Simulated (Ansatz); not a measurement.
Molecule: LuF3 (charge 0, singlet). 
Structure (B3LYP-D3(BJ)/def2-TZVP (Ansatz, a program for electronic structure) minimum search):
SMILES: [F][Lu]([F])[F]
```xyz
4

Lu     0.0000     0.0000     0.0000
F     -1.6772    -1.0310     0.0960
F     -0.0003     1.8126    -0.7744
F      1.6775    -0.7816     0.6784
```
Charge 0, spin multiplicity 1.

Total electronic energies in hartree. Cores are frozen in the correlated levels unless marked. No spin-orbit coupling. Frozen are the shells of the preceding noble gas and the d and f shells that filled before the atom's block. Past Kr the def2 sets carry scalar-relativistic core potentials. 

```
level                              program  energy (Eh)
--------------------------  --------------  -----------
SVWN5/def2-TZVP                     Ansatz  -1533.86495
BLYP-D3(BJ)/def2-TZVP       Ansatz + dftd3  -1536.29766
BLYP-D4/def2-TZVP           Ansatz + dftd4  -1536.29752
revPBE-D4/def2-TZVP         Ansatz + dftd4  -1536.46206
revPBE/def2-TZVP                    Ansatz  -1536.45838
r2SCAN/def2-TZVP                    Ansatz  -1535.44900
r2SCAN-D3(BJ)/def2-TZVP     Ansatz + dftd3  -1535.44938
B97M-V/def2-TZVP                    Ansatz  -1534.63909
B3LYP-D3(BJ)/def2-TZVP      Ansatz + dftd3  -1536.22691
B3LYP/def2-TZVP                     Ansatz  -1536.22403
BHLYP/def2-TZVP                     Ansatz  -1535.26309
r2SCANh/def2-TZVP                   Ansatz  -1535.36698
r2SCAN0-D4/def2-TZVP        Ansatz + dftd4  -1535.24764
HSE06/def2-TZVP                     Ansatz  -1535.79854
CAM-B3LYP-D3(BJ)/def2-TZVP  Ansatz + dftd3  -1536.05292
CAM-B3LYP/def2-TZVP                 Ansatz  -1536.05153
LC-wPBE-D3(BJ)/def2-TZVP    Ansatz + dftd3  -1536.33280
LC-wPBE/def2-TZVP                   Ansatz  -1536.33121
B2PLYP-D4/def2-TZVP         Ansatz + dftd4  -1534.63213
PBE-QIDH/def2-TZVP                  Ansatz  -1534.24212
MP2/def2-TZVPP                      Ansatz  -1532.00437
CCSD(T)/def2-SVP                    Ansatz  -1531.39827
```

Totals of different functionals don't rank their quality; only differences between species are comparable.
